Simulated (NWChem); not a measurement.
System: SiH$_{2}$SO, singlet; SMILES O[Si]S

The following NWChem deck was run.

```
start job
memory heap 200 mb stack 900 mb global 1100 mb
geometry units angstroms noautoz
  Si    -0.691607    -0.698668     0.000000
  O      0.693108    -1.623579     0.000000
  H      1.580071    -1.229143     0.000000
  S      0.207022     1.312282     0.000000
  H     -0.955040     1.999747     0.000000
end
basis spherical
  * library def2-svp
end
dft
  xc hfexch
  iterations 150
  mulliken
end
task dft energy
```

Low-valent species are run as closed-shell singlets; no triplet was tried in these runs. All runs use the structure optimised with B3LYP/6-31G* (spherical d).

Task: Give the results of this calculation. (Hartree-Fock/def2-SVP.) Quantities: basis functions; energy (Ha); highest occupied level (eV); orbital gap (eV); dipole (D).

Result: 
- number of basis functions = 60
- energy (Ha) = -762.25
- highest occupied level (eV) = -9.32
- orbital gap (eV) = 10.86
- dipole (D) = 0.58
